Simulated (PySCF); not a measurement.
Q: What does the PBE0-D3(BJ)/def2-SVP structure of InChI=1S/C3H7FOSi/c1-3(2-4)6-5/h5H,1-2,6H2 look like in three dimensions?

A: 
Z-matrix in Å and degrees, rows numbered from 1:
```
C 
C   1  1.3387
C   2  1.4972  1  121.57
F   3  1.3897  2  109.94  1  -146.37
Si  2  1.8848  1  121.79  3   179.68
O   5  1.6639  2  110.37  1   118.08
H   1  1.0943  2  121.47  3  -177.94
H   1  1.0978  2  122.27  3     1.58
H   3  1.1027  2  112.38  1   -25.89
H   3  1.1045  2  110.66  1    95.77
H   5  1.4880  2  108.76  1    -0.07
H   5  1.4978  2  108.34  1  -119.50
H   6  0.9646  5  112.07  2    41.37
```

H13 on O6 lies 2.20 Å from F4, 5 bonds away (angle at H 128°; Bondi radii sum to 2.67 Å). Of the pairs four or more bonds apart, those above aside, F4···O6 is among the closest relative to their van der Waals radii: 2.90 Å, 97 % of the sum of Bondi's values. The 2 C–C bonds span 1.339 Å (C1=C2, drawn double) to 1.497 Å (C2–C3, drawn single), a spread of 0.158 Å. Si5 (oxygen-bound silicon) is tetrahedral (angles from 107.9° to 111.6°).

The calculation used PBE0-D3(BJ)/def2-SVP geometry optimisation, gas phase (PySCF 2.14.0).

Point group: C1 (no symmetry element, even within 0.4 Å). PBE0-D3(BJ)/def2-SVP frequencies: not computed here. One conformer, not necessarily the lowest (C1–C2–C3–F4 -146°, C1–C2–Si5–O6 118°, C2–Si5–O6–H 41°).

Time: 32 s; peak memory 0.52 GiB. Hardware: an Arm Neoverse V1 with one thread, on a shared host. This is the geometry optimisation.
